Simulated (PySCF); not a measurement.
Structure problem from calculated spectra and properties.

Formula: C2HAlCl2.

| Item | Value |
| --- | --- |
| Polarisability | 70.6 au [wB97X-D/def2-SVPD] |
| 13C NMR | chemical shifts (computed TMS as zero) by class: 104.1 (1 C), 85.9 (1 C) ppm [GIAO B3LYP/pcSseg-1 (pcSseg-2 on Al)] |
| Dipole | 2.12 D [wB97X-D/def2-SVPD] |
| Triplet | lowest triplet excitation (Tamm–Dancoff): 4.68 eV [TDA wB97X-D/def2-SVPD] |
| UV, strongest line | among the 15 lowest singlet transitions: S12 at 7.94 eV (156 nm, f = 0.365) [TDDFT wB97X-D/def2-SVPD] |
| NMR, other nuclei | isotropic shieldings of nuclei other than C and H, by class: 401 (1 Al), 895 (2 Cl) ppm [GIAO B3LYP/pcSseg-1 (pcSseg-2 on Al)] |
| UV, first state | lowest singlet excitation: 5.34 eV (232 nm, f = 0.000) [TDDFT wB97X-D/def2-SVPD] |
| 1H NMR | chemical shifts (computed TMS as zero) by class: 2.10 (1 H) ppm [GIAO B3LYP/pcSseg-1 (pcSseg-2 on Al)] |
| Rotational structure | rotational constants A, B, C: 2.253, 1.979, 1.054 GHz [PBE0-D3(BJ)/def2-SVP] |

Electronic properties: PySCF, gas phase, density fitting. Levels stand in brackets. Geometry: PBE0-D3(BJ)/def2-SVP; no solvent, vibrations or thermal averaging. NMR classes are plain means over equivalent atoms (diastereotopic ones count apart unless rotation or inversion swaps them), as if these changed places fast.

Question: Give a SMILES that accounts for the data.

Answer: 2 carbons fall into 2 classes; from least to most shielded: carbon bonded to C and H (104.1 ppm), carbon bonded to Al and C (85.9 ppm). The one hydrogen (2.10 ppm): hydrogen on carbon. The other shieldings belong to: 401 ppm, aluminium bonded to C and 2 Cl; 895 ppm, chlorine bonded to Al. The optimised geometry has point group C2v and is an asymmetric top. Structure: AlCl2(CCH) (`[Al]([C]#C)([Cl])[Cl]`). The assignments are read from this structure; whether some other isomer fits the data as well wasn't checked.
